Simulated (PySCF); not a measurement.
All values below come from CAM-B3LYP-D3(BJ)/def2-TZVP (PySCF). Isolated molecules, 0 K electronic values unless said otherwise. One relaxed conformer stands for a flexible species; it need not be the lowest. 

Reference species (SMILES): `C=C(Cl)C[SiH3]` (Cl–C–C–Si torsion 74°) (neutral, multiplicity 1).

```json
{
  "HOMO": "-8.54 eV",
  "S1 oscillator strength": "0.002"
}
```

Changed species: `C/C=C(/[SiH3])Cl`.

### Question
Give the shifts of the HOMO and S1 oscillator strength.

### Answer
the HOMO falls by 0.09 eV, to -8.63 eV; the S1 oscillator strength hardly moves.
